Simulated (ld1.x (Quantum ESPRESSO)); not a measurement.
Before and after: TM potential for Sb

Sb (Z = 51), norm-conserving Troullier–Martins (Kleinman–Bylander form), made with ld1.x (Quantum ESPRESSO) 7.5 (PBE, scalar-relativistic). Core [Kr], reference 4d10 5s2 5p1.5 (charge +1.5). Waves: 5p (bound): rc 1.65 bohr; 4d (bound): rc 1.20 bohr; 5s (bound): rc 1.50 bohr. Local part: the s channel. Core correction: a·sin(br)/r model core, default radius (core density twice the valence density).

Change: wave 5s (bound): rc 1.50 bohr becomes 5s (bound): rc 2.26 bohr.

Cutoffs: the cutoffs (Ry, on a coarse ladder) from which the occupation-weighted sum of valence levels, in a spherical-Bessel basis at the reference potential, stays within 10 and 1 mRy of its value at 400 Ry; they do not see the model core or the augmentation charge, which bear on the density cutoff. Errors are all-electron minus pseudo energies relative to the spin-unpolarised reference configuration.

**Question.** What does the change do?

**Answer.** The potential gets neither clearly harder nor softer (110 Ry and 180 Ry → 110 Ry and 180 Ry); both files keep a bound ghost (p); of the 7 tests that both files solve, the error grows in 4 and shrinks in 1 by more than 15 % and 0.3 meV (median size 2.4 → 4.0 meV).

| quantity | base | changed |
| --- | --- | --- |
| cutoff, loose | 110 Ry | 110 Ry |
| cutoff, tight | 180 Ry | 180 Ry |
| loose cutoff by channel (10 mRy a level) | p 40 Ry, d 90 Ry, s 35 Ry | p 40 Ry, d 90 Ry, s 12 Ry |
| bound ghosts | p | p |
| error for 4d10 5s2 5p3, meV [ΔE -15.29 eV] | +7.3 | +9.0 |
| error for 4d10 5s2 5p2, meV [ΔE -6.97 eV] | +2.2 | +2.4 |
| error for 4d10 5s2 5p1, meV [ΔE 9.00 eV] | -1.4 | -1.3 |
| error for 4d10 5s0 5p5, meV [ΔE 1.14 eV] | -3.6 | -16 |
| error for 4d10 5s2 5p2.5, meV [ΔE -12.03 eV] | +4.9 | +5.7 |
| error for 4d10 5s1 5p3, meV [ΔE 1.76 eV] | -0.5 | -4.0 |
| error for 4d10 5s1 5p4, meV [ΔE -7.18 eV] | +2.4 | +0.7 |

 A true bound ghost makes a file unfit for plane-wave use even where its test errors are small: the radial tests pick states by their node count and pass the ghost by.
